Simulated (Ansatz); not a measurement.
Mulliken charges of `[NH2][In]([NH2])[OH]` from PBE/def2-TZVPP in Ansatz (PBE0-D4/def2-TZVP geometry).

```
atom   x (Å)   y (Å)   z (Å)  charge (e)
  N1   0.929   0.244  -1.616      -0.460
 In2  -0.116   0.134   0.112       0.676
  N3   0.261  -1.077   1.677      -0.462
  O4  -1.448   1.558   0.505      -0.486
  H5   1.359  -0.614  -1.933       0.139
  H6   0.440   0.661  -2.394       0.139
  H7   0.554  -2.020   1.462       0.137
  H8  -0.480  -1.115   2.363       0.150
  H9  -1.500   2.230  -0.178       0.168
```

Problem. By hand: the dipole of these point charges (1 e Å = 4.8032 D).

Solution. Σ q r = (0.079, -0.344, -0.278) e Å, of length 0.449 e Å = 2.16 D.

Problem. How does the dipole of the full density compare? (Best estimate.)

Solution. The calculation gave: (-0.003, -0.354, -0.392) e Å, 2.54 D; the point charges give 0.85 times that, at 14° from its direction.

Point charges leave out the atoms' own dipoles, such as those of lone pairs, and Mulliken's split depends on the basis, so the close match here is no proof of good charges.
